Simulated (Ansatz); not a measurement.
Calculated with Ansatz (gas phase, PBE0-D4/def2-TZVP geometries, no zero-point term in ΔE). CCSD(T)/CBS adds triple-zeta CCSD(T) − MP2 to the extrapolated MP2 energy (def2 sets, frozen cores). This one scheme is used for every species. DFT in def2-TZVPP. One conformer a species, not always the lowest.

Reaction (hydrogenolysis of a C–N bond): `OC(=S)N[SiH3]` + H₂ → `OC=S` + `N[SiH3]`

`OC(=S)N[SiH3]`:

Cartesian coordinates in Å:
```
O 2.039 0.338 -1.069
C 0.728 0.295 -0.819
S -0.426 0.776 -1.896
N 0.443 -0.179 0.400
Si -1.227 -0.324 0.944
H 2.138 0.691 -1.962
H 1.232 -0.443 0.974
H -1.063 -0.878 2.315
H -1.981 -1.275 0.102
H -1.882 1.000 1.011
```

H₂:

Z-matrix (Å, degrees):
```
H
H 1 0.746
```

`OC=S`:

Z-matrix (Å, degrees):
```
C
O 1 1.332
S 1 1.605 2 123.8
H 1 1.094 2 113.9 3 180.0
H 2 0.965 1 110.0 3 -180.0
```

`N[SiH3]`:

```xyz
7

N    -0.885   -0.458   -0.381
Si    0.499    0.379    0.204
H    -1.523   -0.883    0.272
H    -0.814   -1.012   -1.219
H     0.050    1.318    1.265
H     1.578   -0.471    0.791
H     1.095    1.127   -0.933
```

| species | PBE0-D4 energy (Eh) |
| --- | --- |
| `OC(=S)N[SiH3]` | -858.46056 |
| H₂ | -1.16855 |
| `OC=S` | -512.50152 |
| `N[SiH3]` | -347.11159 |

Question: Work out ΔE.

Answer: ΔE = (-512.50152) + (-347.11159) − (-858.46056) − (-1.16855) = 0.01600 Eh = +0.44 eV. CCSD(T)/CBS gives +0.33 eV.

Largest T1 diagnostic among the species: 0.018.

The D4 term adds +0.16 eV with B3LYP and +0.09 eV with PBE0; it sums over pairs of atoms, weighted by their polarisabilities, and B3LYP, whose exchange is more repulsive, gets the larger term. In def2-TZVPP, CCSD(T) changes the Hartree–Fock value by +0.11 eV (the triples alone add +0.05 eV) and MP2 by +0.19 eV.

B3LYP here is the variant with VWN-RPA as its local correlation; programs differ in this.
